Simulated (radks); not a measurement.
Task: The mean radii <r> (bohr) of the occupied orbitals of an atom or ion are listed with their occupations. All-electron calculation, scalar-relativistic Kohn-Sham, PBE, spin-unpolarised, spherical densities, finite nucleus; Fermi nuclear charge, rms radius of each element as measured or else 0.836 A^(1/3) + 0.57 fm. Program: a radial shooting solver on a logarithmic mesh with Libxc functionals.

| orbital | occ. | <r> |
|---|---|---|
| 1s | 1 | 0.2571 |
| 2s | 2 | 1.325 |
| 2p | 2 | 1.274 |
| 3d | 1 | 10.03 |

Name the element and its charge.

Result: Z = 6, carbon, charge 0: C in 1s1 2s2 2p2 3d1. The 1s radius gives Z: for a bare nucleus <r> = (2 gamma + 1)/(2Z) with gamma = sqrt(1 - (Z/c)^2), 0.2498 bohr for Z = 6, and screening makes it slightly larger (0.2571 here). The occupations add up to 6, and the charge is Z minus that.
